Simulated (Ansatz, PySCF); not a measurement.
Pulling on the Si3–H4 bond in H4SiSn (SMILES [SiH3][SnH]) (multiplicity 1 held, fragments rigid). Energies count from the point at 1.489 Å.
Geometry at that point (charge 0, multiplicity 1):
| atom | x (Å) | y (Å) | z (Å) |
|---|---|---|---|
| Sn | 0.0224 | 0.5398 | 0.4343 |
| H | -0.4134 | 1.5187 | -0.9877 |
| Si | -0.0383 | -1.6023 | -1.1589 |
| H | 0.9401 | -1.4462 | -2.2703 |
| H | -1.3883 | -1.7535 | -1.7684 |
| H | 0.2796 | -2.8778 | -0.4649 |

| level | energy at R = 4.764 Å (eV) | cost |
|---|---|---|
| R-HF/3-21G | 7.021 | - |
| U-HF/def2-TZVPP | 2.903 | - |
| R-PBE/def2-TZVPP | 4.521 | ×1 |
| R-r2SCAN/def2-TZVPP | 4.900 | ×2 |
| U-r2SCAN/def2-TZVPP | 3.498 | - |
| R-B3LYP/LANL2DZ | 5.191 | - |
| R-B3LYP/def2-TZVPP | 4.995 | ×0.7 |
| R-wB97X-V/def2-TZVPP | 6.341 | ×2 |
| U-wB97X-V/def2-TZVPP | 3.803 | - |
| R-MP2/def2-TZVPP | 5.163 | - |
| U-MP2/def2-TZVPP | 3.603 | - |
| R-SCS-MP2/def2-TZVPP | 4.899 | - |
| U-SCS-MP2/def2-TZVPP | 3.737 | - |
| U-CCSD/def2-TZVPP | 3.699 | - |
| U-CCSD(T)/def2-TZVPP | 3.688 | - |
| CASSCF(2,2)/def2-TZVPP | 3.462 | - |
| SC-NEVPT2 on CASSCF(2,2)/def2-TZVPP | 3.596 | - |
| FIC-NEVPT4(SD) on CASSCF(2,2)/def2-TZVPP | 3.721 | - |
| FIC-MRCISD on CASSCF(2,2)/def2-TZVPP | 3.751 | - |
| FIC-MRCISD+Q on CASSCF(2,2)/def2-TZVPP | 3.756 | - |

The rows run from 2.903 (U-HF/def2-TZVPP) to 7.021 eV (R-HF/3-21G). In def2-TZVPP the value moves U-HF 2.903, U-MP2 3.603, U-CCSD 3.699, U-CCSD(T) 3.688, a shift of 0.785 from U-HF to U-CCSD(T).

R- and RO- levels are restricted; in cc, def2 and unpolarised 6-31G sets they are followed outwards from rest. U- levels take the lowest unrestricted solution at each point, which mixes spins at long bonds. Active spaces are followed from a long bond inwards. Levels need not reach the same state.

Frozen-core correlation. Filled d and f shells under p-block atoms count as core. Rows in 3-21G, LANL2DZ carry no dispersion term and start afresh at each structure; the Pople sets are all-electron and without relativity. LANL2DZ brings its own core potentials from Na on.

Doubts at one or more of the structures used: a restricted determinant that unrestricted orbitals would lower (R-HF/3-21G, R-PBE/def2-TZVPP, R-r2SCAN/def2-TZVPP, R-B3LYP/def2-TZVPP, R-wB97X-V/def2-TZVPP, R-MP2/def2-TZVPP, R-SCS-MP2/def2-TZVPP); a spin-contaminated determinant (U-HF/def2-TZVPP, U-r2SCAN/def2-TZVPP, U-wB97X-V/def2-TZVPP, U-MP2/def2-TZVPP, U-SCS-MP2/def2-TZVPP, U-CCSD/def2-TZVPP, U-CCSD(T)/def2-TZVPP); T1 above 0.05 (U-CCSD/def2-TZVPP, U-CCSD(T)/def2-TZVPP).

Run with Ansatz (a first-principles code); PySCF for 3-21G rows, LANL2DZ rows.  In def2 rows elements past Kr take small-core potentials, without spin–orbit coupling.

Costs are rough ratios of core time to R-PBE/def2-TZVPP (about 5 s over the structures, on one shared machine); a dash marks a level with no comparable run of its own.
